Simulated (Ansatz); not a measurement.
Species: InBr, net charge 0, singlet state. SMILES: [Br][In]
Geometry: optimised at B3LYP-D3(BJ)/def2-TZVP (Ansatz, a first-principles code).

Wanted: vertical ionisation energy (to the doublet state of charge +1; each state is the SCF solution reached for its spin), in eV. Valence correlation only, unless marked. Open shells are spin-unrestricted. Spin-orbit coupling is left out. The frozen core is the preceding noble-gas configuration, with the filled d and f shells of earlier blocks. In def2 rows, elements after Kr have scalar-relativistic effective core potentials. CBS(X,Y): correlation extrapolated as X^-3; Hartree-Fock from the larger set.

```json
[
 {"level": "SVWN5/def2-TZVPD", "program": "Ansatz", "vertical ionisation energy (eV)": "?"},
 {"level": "PBE/def2-TZVPD", "program": "Ansatz", "vertical ionisation energy (eV)": "9.23"},
 {"level": "BHLYP/def2-TZVPD", "program": "Ansatz", "vertical ionisation energy (eV)": "?"},
 {"level": "wB97M-V/def2-TZVPD", "program": "Ansatz", "vertical ionisation energy (eV)": "?"},
 {"level": "CCSD/def2-SVPD", "program": "Ansatz", "vertical ionisation energy (eV)": "9.01"},
 {"level": "CCSD/def2-TZVPPD", "program": "Ansatz", "vertical ionisation energy (eV)": "9.03"},
 {"level": "CCSD/def2-QZVPPD", "program": "Ansatz", "vertical ionisation energy (eV)": "?"},
 {"level": "CCSD(T)/CBS(def2-TZVPPD,def2-QZVPPD)", "program": "Ansatz", "vertical ionisation energy (eV)": "9.17"}
]
```

Q: Fill in the missing entries.

A: 
- SVWN5/def2-TZVPD, vertical ionisation energy (eV): 9.54
- BHLYP/def2-TZVPD, vertical ionisation energy (eV): 9.21
- wB97M-V/def2-TZVPD, vertical ionisation energy (eV): 9.30
- CCSD/def2-QZVPPD, vertical ionisation energy (eV): 9.09
